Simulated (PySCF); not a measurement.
Precursor series W F-OH. All species are isolated molecules in the gas phase. One relaxed conformer stands for each flexible species; it need not be the lowest.

The numbers are results of PBE-D3(BJ)/def2-TZVP // TPSS-D3(BJ)/def2-SVP (PySCF), not measurements. 

```csv
species,charge on the central atom (Mulliken) (e),LUMO (eV)
0 of 6 F replaced by OH ([W(F)6]),…,-5.37
1 of 6 F replaced by OH ([W(F)5(OH)]),1.51,-4.72
2 of 6 F replaced by OH ([W(F)4(OH)2]),…,…
3 of 6 F replaced by OH ([W(F)3(OH)3]),1.39,-3.63
5 of 6 F replaced by OH,1.31,-3.36
6 of 6 F replaced by OH ([W(OH)6]),1.24,-3.41
```

Q: What belongs in the gaps?

A: 
- 0 of 6 F replaced by OH ([W(F)6]), charge on the central atom (Mulliken) (e): 1.55
- 2 of 6 F replaced by OH ([W(F)4(OH)2]), charge on the central atom (Mulliken) (e): 1.46
- 2 of 6 F replaced by OH ([W(F)4(OH)2]), LUMO (eV): -4.09
